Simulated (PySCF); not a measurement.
O⁺: ionisation energy

O⁺ [He] 2s2 2p3 (4S) → O²⁺ [He] 2s2 2p2 (3P), as a difference of total energies. Calculation: PySCF 2.14, in cc-pVDZ-DK; scalar relativity by spin-free X2C-1e. Correlated levels: valence: 1s2 frozen. The calculations carry no spin-orbit coupling.

| method | ionisation energy (eV) | error (eV) |
| --- | --- | --- |
| UHF | 34.586 | -0.535 |
| PBE | 35.357 | +0.236 |
| r2SCAN | 35.546 | +0.425 |
| MP2 (valence) | 34.977 | -0.144 |
| SCS-MP2 (valence) | 34.779 | -0.342 |
| CCSD (valence) | 34.778 | -0.343 |
| CCSD(T) (valence) | 34.776 | -0.345 |

Reference: 35.121 eV (measured; NIST Atomic Spectra Database, ionization energies).

Errors of the correlated levels include the incompleteness of this basis and the frozen core.
